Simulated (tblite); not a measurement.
Species: C6H11FO2Si.
Geometry (GFN2-xTB, Å), atoms numbered from 1 in this order:
```xyz
21
C6H11FO2Si angstrom
C      1.8713    1.4584    0.2914
C      1.3715    0.5422   -0.5135
C      0.4116   -0.5450   -0.0893
C      1.0525   -1.9185   -0.3320
O      0.0986   -0.4656    1.2744
Si    -1.1901    0.3595    1.8335
O     -1.7678    1.2650    0.6029
C     -1.5817    0.9231   -0.7331
C     -0.8647   -0.4070   -0.9439
F     -1.7354   -1.4275   -0.6146
H      2.5612    2.2063   -0.0596
H      1.6070    1.4889    1.3343
H      1.6433    0.5010   -1.5600
H      1.9201   -2.0201    0.3143
H      1.3591   -2.0238   -1.3695
H      0.3373   -2.6986   -0.0846
H     -0.7326    1.3451    2.7968
H     -2.1767   -0.6109    2.2894
H     -0.9969    1.7154   -1.2168
H     -2.5671    0.8652   -1.2137
H     -0.6291   -0.5362   -2.0069
```

All values are computed: GFN2-xTB (tblite) harmonic vibrations without scaling, gas phase. This tight-binding method is rough: wavenumbers can miss measured ones by several per cent, in bad cases by 10 to 20. Modes of hydrogen on silicon can be 10 to 20 % off. One conformer, not necessarily the lowest.

Harmonic wavenumbers (cm⁻¹): 61.0, 71.5, 97.7, 142.4, 189.8, 200.9, 259.2, 290.4, 314.4, 326.4, 370.9, 408.3, 456.0, 534.6, 574.6, 610.2, 634.5, 673.4, 715.9, 780.6, 807.3, 817.6, 867.8, 893.7, 900.6, 922.0, 1012.3, 1014.3, 1020.1, 1028.6, 1069.4, 1112.0, 1153.0, 1171.1, 1202.6, 1231.5, 1264.2, 1283.7, 1299.0, 1334.8, 1391.4, 1395.3, 1459.7, 1468.4, 1487.0, 1712.7, 2308.9, 2362.0, 2900.5, 2919.0, 2930.6, 3037.0, 3047.5, 3051.4, 3056.9, 3111.4, 3140.6.

A = 1436, B = 1233, C = 1001 MHz; mass 162.051 u (most abundant isotopes); point group C1, symmetry number 1.

Zero-point energy?

Half the sum of the wavenumbers: 34949 cm⁻¹ = 99.92 kcal/mol.

What is S at 298.15 K and 1 bar for an ideal gas of classical rigid rotors and harmonic oscillators?

Translation 41.18, rotation 29.58, vibration 32.26: S = 103.0 cal/(mol K).

And Cp and H(298.15 K) − H(0)?

Cp = 44.33 cal/(mol K), of which vibrations give 36.38 (their classical limit is 57 R = 113.3); H(298.15 K) − H(0) = 7.66 kcal/mol without the zero-point energy, 5.29 from vibrations.

What must be added to the electronic energy to get the Gibbs energy at 298.15 K and 1 bar?

ZPE + [H(298.15 K) − H(0)] − T·S = 99.92 + 7.66 − 30.72 = 76.86 kcal/mol.

How do the functions run with temperature in this model?

| T (K) | S (cal/(mol K)) | Cp (cal/(mol K)) | H − H(0) (kcal/mol) | G − H(0) (kcal/mol) | ln q(vib) |
| --- | --- | --- | --- | --- | --- |
| 50 | 59.3 | 13.1 | 0.49 | -2.47 | 0.41 |
| 100 | 70.5 | 19.7 | 1.32 | -5.73 | 1.59 |
| 373.15 | 114.0 | 53.2 | 11.32 | -31.20 | 9.57 |
| 500 | 131.4 | 65.8 | 18.90 | -46.78 | 13.40 |
| 750 | 161.5 | 82.8 | 37.65 | -83.50 | 20.72 |
| 1000 | 186.9 | 93.5 | 59.78 | -127.14 | 27.53 |

q(vib) and H(0) count from the zero-point level.

Which modes carry the vibrational entropy at 298.15 K?

61.0 cm⁻¹: 4.42; 71.5 cm⁻¹: 4.11; 97.7 cm⁻¹: 3.50; 142.4 cm⁻¹: 2.77; 189.8 cm⁻¹: 2.23; 200.9 cm⁻¹: 2.12 cal/(mol K); the other 51 give 13.10 together.

Blend soft modes into free rotors: weight 1/[1 + (100 cm⁻¹/ν̃)⁴] for the oscillator and the rest for a rotor with moment μB/(μ + B), μ = h/(8π²ν), B = 10⁻⁴⁴ kg m². What vibrational entropy results?

30.23 cal/(mol K) in place of 32.26, which changes −T·S at 298.15 K by +0.61 kcal/mol.

Hindered rotation and anharmonicity are outside this model. Other conformers, if any are populated, would add a mixing term that is left out. The structure is chiral; the term R ln 2 for an equal mix with its mirror image is left out.

The run took 1.7 s wall on one thread, Arm Neoverse N1 (aarch64) (shared host). The figure is for the frequency step alone.
